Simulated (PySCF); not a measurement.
C4H4ClF, SMILES C=C(Cl)/C=C\F. Atoms are numbered in the order given.

```xyz
10

C      1.0934    -1.9834     0.0000
C      0.4592    -0.8015     0.0000
Cl    -1.2787    -0.7756     0.0000
C      1.1653     0.4710     0.0000
C      0.7024     1.7266     0.0000
F     -0.5709     2.0742     0.0000
H      0.5412    -2.9235     0.0000
H      2.1850    -2.0158     0.0000
H      2.2553     0.3887     0.0000
H      1.3727     2.5914     0.0000
```
Charge 0, spin multiplicity 1.

Coordinates come from a PBE0-D3(BJ)/def2-SVP optimisation. The structure was generated by enumeration; whether it is a known compound was not checked. Other conformers were not sampled.

These are PBE/def2-TZVP (PySCF) values and carry that method's errors.

ESP charges are fitted to the potential on shells at 1.4 to 2.0 van der Waals radii. Atomic charges (e):

| atom | Löwdin | meta-Löwdin | ESP fit | Mulliken |
|---|---|---|---|---|
| C1 | -0.20 | -0.28 | -0.58 | -0.30 |
| C2 | -0.49 | 0.02 | (withheld) | 0.15 |
| Cl3 | 0.41 | -0.04 | -0.08 | -0.09 |
| C4 | -0.20 | -0.19 | -0.32 | -0.18 |
| C5 | -0.30 | 0.16 | (withheld) | 0.06 |
| F6 | 0.22 | -0.21 | -0.09 | -0.13 |
| H7 | 0.13 | 0.14 | 0.21 | 0.14 |
| H8 | 0.13 | 0.13 | 0.23 | 0.12 |
| H9 | 0.17 | 0.14 | (withheld) | 0.12 |
| H10 | 0.13 | 0.13 | (withheld) | 0.11 |

Problem. Some entries are withheld; supply them. (The exact figures need the calculation; the answer reports its results.)

Solution. 
- C2, ESP fit: 0.28
- C5, ESP fit: 0.04
- H9, ESP fit: 0.17
- H10, ESP fit: 0.13

Computed Mayer and Wiberg (Löwdin basis) orders of the bonds:
```
bond    Mayer  Wiberg
------  -----  ------
C1–C2    1.76    2.02
C2–Cl3   1.11    1.66
C2–C4    1.10    1.31
C4–C5    1.75    1.99
C5–F6    1.14    1.83
C1–H7    0.95    0.89
C1–H8    0.94    0.87
C4–H9    0.91    0.79
C5–H10   0.98    0.87
```
